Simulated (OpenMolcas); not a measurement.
**Ga2+: CASPT2 settings compared**

| Quantity | Value |
| --- | --- |
| Program | OpenMolcas 26.06 |
| Basis | ANO-RCC-VTZP [6s5p3d1f] |
| Scalar Hamiltonian | DKH4, point nucleus |
| Active space | 1 electron in 4 orbitals (4s 4p) |
| State averaging | 2S+1 = 2 even, 1 root; 2S+1 = 2 odd, 3 roots |
| Spin-orbit coupling | state interaction with AMFI integrals over the reference wave functions, term energies averaged over their components |

Methods on the same reference wave functions:
A. CASSCF
B. SS-CASPT2, IPEA 0.15 Eh, imaginary shift 0.4 Eh (closed shells correlated: 3d)
C. SS-CASPT2, IPEA 0.6 Eh, sigma2 regulariser 0.1 Eh (closed shells correlated: 3d)
D. XMS-CASPT2, IPEA 0.5 Eh, imaginary shift 0.2 Eh (closed shells correlated: 3s 3p 3d)

Energies in eV above 4s 2S 1/2, the measured ground level; measured values from Shirai, Reader, Kramida and Sugar, J. Phys. Chem. Ref. Data 36, 509 (2007).

```csv
Level,A,B,C,D,Measured
4s 2S 1/2,0.0000,0.0000,0.0000,0.0000,0.0000
4p 2P* 1/2,7.7967,8.083,8.078,8.117,8.0800
4p 2P* 3/2,7.9681,8.254,8.249,8.288,8.2930
```

Deviations, from unrounded energies. A percentage is the sum of absolute deviations over the sum of measured energies, with the sign that they share, or ± where signs differ.

| Against measurement | Levels | A | B | C | D |
| --- | --- | --- | --- | --- | --- |
| mean absolute deviation (cm-1) | 2 | 2500 | 170 | 190 | 170 |
| other configurations (%) | 2 | -3.7 | ±0.3 | -0.3 | ±0.3 |

B, D lie about equally close to measurement and A furthest from it. The largest miss of B in the table is 4p 2P* 3/2, by -310 cm-1. The ranking rests on the paired levels alone, and a cruder setting can come out closer through cancelling errors.

Among B to D the level of the table that moves most is 4p 2P* 1/2, by 310 cm-1 (lowest in C, highest in D).

The two smallest mean deviations differ by little beside CASPT2's spread within terms, so their order carries little weight.

The lowest spin-free term lies below A's lowest term by 0.377 hartree in B, 0.375 hartree in C, 0.593 hartree in D.

With one active electron the reference holds no correlation, so core polarisation is missing (holds for A). With one active electron, CASPT2 adds the correlation within the correlated inactive shells and between them and that electron, and leaves the splitting within a term as the reference gives it (holds for B; C; D). Computed and measured levels are paired by configuration, term and J; levels that our copy of the source lacks, or whose pairing is in doubt (as where it misses far off the trend of its configuration), stay unpaired and out of the deviations. Only configurations of the active space appear.

* marks odd parity.
